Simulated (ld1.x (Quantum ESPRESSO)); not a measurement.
# Scattering properties, TM potential for carbon (C)

* Element: C (Z = 6)
* Generator: ld1.x (Quantum ESPRESSO) 7.5
* Type: norm-conserving Troullier–Martins (Kleinman–Bylander form)
* Functional: BLYP
* Relativity: non-relativistic
* Frozen core: none
* Valence charge: 6
* Reference configuration: 1s2 2s2 2p2
* Partial waves: 2p (bound): rc 3.92 bohr; 3d channel at 0.05 Ry: rc 4.16 bohr; 1s (bound): rc 0.38 bohr
* Local potential: the s channel
* Core correction: none

Occupied shells without a wave of their own: 2s. They enter only through the test configuration that unscreens the potential.

The phase is arctan(r·u′/u) with u = r·R(r), unwrapped; energies in Ry, scanned from -22 to 5 Ry. A pole is an energy at which the radial function vanishes at the test radius. The pseudo phase is shifted by a multiple of π to meet the all-electron one at the reference energy, and phase errors are pseudo minus all-electron; the curves can meet again beyond the range given. Levels narrower than the energy grid can be missing from the lists of poles. n/a: not evaluated, since a narrow level or a reset projector energy made the automatic matching unsafe.

For each channel, where are the poles, and over which energies does the pseudopotential scatter like the atom?

| channel | radius (bohr) | reference energy (Ry) | poles, all-electron | poles, pseudo | unbroken range about the reference energy with phases within 0.05 rad | phase error 1 Ry above the reference energy (rad) |
| --- | --- | --- | --- | --- | --- | --- |
| s | 4.49 | -20.12 | -0.94, 0.93, 3.62 | 0.94, 3.65 | n/a | n/a |
| p | 4.49 | -0.39 | -0.31, 1.17, 3.67 | -0.31, 1.46 | below 0.1 | +0.174 |
| d | 4.49 | 0.05 | 1.07, 3.08 | 1.09, 4.08 | below 1.4 | +0.012 |

A Bessel basis up to 400 Ry misses an occupied level by 0.09 Ry, so cutoffs and ghosts were not judged.

Phases in the p channel:

```json
{"E (Ry)": "-22.00", "all-electron": "1.523", "pseudo": "1.523"}
{"E (Ry)": "-20.80", "all-electron": "1.522", "pseudo": "1.522"}
{"E (Ry)": "-19.60", "all-electron": "1.520", "pseudo": "1.520"}
{"E (Ry)": "-18.40", "all-electron": "1.519", "pseudo": "1.519"}
{"E (Ry)": "-17.20", "all-electron": "1.517", "pseudo": "1.517"}
{"E (Ry)": "-16.00", "all-electron": "1.515", "pseudo": "1.515"}
{"E (Ry)": "-14.80", "all-electron": "1.513", "pseudo": "1.513"}
{"E (Ry)": "-13.60", "all-electron": "1.510", "pseudo": "1.510"}
{"E (Ry)": "-12.40", "all-electron": "1.507", "pseudo": "1.507"}
{"E (Ry)": "-11.20", "all-electron": "1.504", "pseudo": "1.504"}
{"E (Ry)": "-10.00", "all-electron": "1.500", "pseudo": "1.500"}
{"E (Ry)": "-8.80", "all-electron": "1.496", "pseudo": "1.496"}
{"E (Ry)": "-7.60", "all-electron": "1.490", "pseudo": "1.490"}
{"E (Ry)": "-6.40", "all-electron": "1.482", "pseudo": "1.482"}
{"E (Ry)": "-5.20", "all-electron": "1.473", "pseudo": "1.473"}
{"E (Ry)": "-4.00", "all-electron": "1.459", "pseudo": "1.459"}
{"E (Ry)": "-2.80", "all-electron": "1.436", "pseudo": "1.436"}
{"E (Ry)": "-1.60", "all-electron": "1.390", "pseudo": "1.390"}
{"E (Ry)": "-0.40", "all-electron": "-0.704", "pseudo": "-0.703"}
{"E (Ry)": "0.80", "all-electron": "-4.538", "pseudo": "-4.438"}
{"E (Ry)": "2.00", "all-electron": "-5.093", "pseudo": "-4.810"}
{"E (Ry)": "3.20", "all-electron": "-7.787", "pseudo": "-6.523"}
{"E (Ry)": "4.40", "all-electron": "-7.948", "pseudo": "-7.769"}
```
